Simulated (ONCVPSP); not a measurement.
## u(r) = r·R(r): atom against pseudo-atom (rhodium (Rh))

Columns: radius, all-electron u(r) and pseudo u(r) of the 4p shell (level -50.42 eV) of rhodium in the configuration [Ar] 3d10 4s2 4p6 4d8 5s1; PBE, scalar-relativistic, ONCV scheme, ONCVPSP 4.0.1.

```tsv
r (bohr)	all-electron	pseudo
0.093	0.3371	0.0198
0.185	-0.2653	0.0785
0.278	-0.5844	0.1771
0.370	-0.4283	0.3095
0.463	-0.0420	0.4696
0.555	0.3637	0.6389
0.648	0.6978	0.8024
0.740	0.9235	0.9379
0.833	1.0511	1.0332
0.925	1.0961	1.0776
1.018	1.0817	1.0724
1.110	1.0284	1.0259
1.203	0.9513	0.9511
1.295	0.8635	0.8635
1.388	0.7715	0.7715
1.480	0.6824	0.6824
1.573	0.5974	0.5974
1.665	0.5202	0.5202
1.758	0.4497	0.4497
1.850	0.3877	0.3877
1.943	0.3324	0.3324
2.035	0.2847	0.2847
2.128	0.2428	0.2428
2.220	0.2070	0.2070
2.313	0.1758	0.1758
2.405	0.1494	0.1494
```

**Question.** How many radial nodes do the two functions have?

**Answer.** The all-electron 4p function has n − l − 1 = 2; the pseudo-wave has 0, since the states of the same l below it are removed with the core.

**Question.** At about which radius was the pseudo-wave matched?

**Answer.** 1.30 bohr. The columns agree to 0.0005 from 1.20 bohr on; several derivatives are matched, so the curves merge somewhat inside the radius.

**Question.** Where does each function peak?

**Answer.** Outermost all-electron maximum near 0.93 bohr, pseudo maximum near 0.93 bohr (to the table’s step).

**Question.** Is the pseudo-wave norm-conserving?

**Answer.** Yes: the ONCV scheme keeps the norm inside the radius equal to the all-electron one, which fixes the energy derivative of the logarithmic derivative at the level.
